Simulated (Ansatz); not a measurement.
Reaction (formal exchange of groups at the Al–C bond): `[CH3][Al]([CH3])[GaH2]` + `ClCCl` → `[CH3][Al]([Cl])[GaH2]` + `CCCl`

Gas-phase electronic energies from Ansatz, PBE0-D4/def2-TZVP geometries. CCSD(T)/CBS is the MP2 limit (def2-TZVPP, def2-QZVPP) plus CCSD(T) − MP2 in def2-TZVPP, frozen cores. This one scheme is used for every species. DFT in def2-TZVPP. For Ga outer-core shells are correlated without core-valence functions, which leaves a few kJ/mol of doubt a bond. Scalar relativity is left out up to krypton.

```csv
level,ΔE (kcal/mol),difference from CCSD(T)/CBS
LDA (SPW92),-49.5,3.0
PBE-D4,-49.1,3.4
B97M-V,-53.0,-0.5
r2SCANh-D4,-52.6,-0.1
r2SCAN0-D4,-53.4,-0.9
r2SCANh,-52.6,-0.1
BHLYP,-54.4,-1.9
CCSD/def2-TZVPP,-53.3,-0.8
HF/CBS(def2),-57.4,-4.9
MP2/CBS(def2),-53.4,-0.9
CCSD(T)/CBS,-52.5,0
```

Largest T1 diagnostic among the species: 0.012.

From BLYP to BHLYP (50 % exact exchange), in def2-TZVPP and without D4, ΔE moves by −4.8 kcal/mol. Leaving LDA and LC-ωPBE aside and taking each functional with its dispersion term where it has one, the values, not all of them listed here, spread over 5.6 kcal/mol, from BHLYP-D4 to revPBE-D4. In def2-TZVPP, CCSD(T) changes the Hartree–Fock value by +5.0 kcal/mol (the triples alone add +0.8 kcal/mol) and MP2 by +4.1 kcal/mol.

CCSD(T)/CBS has its own doubt, a few kJ/mol and more with outer-core shells, so smaller differences from it don't rank the levels.
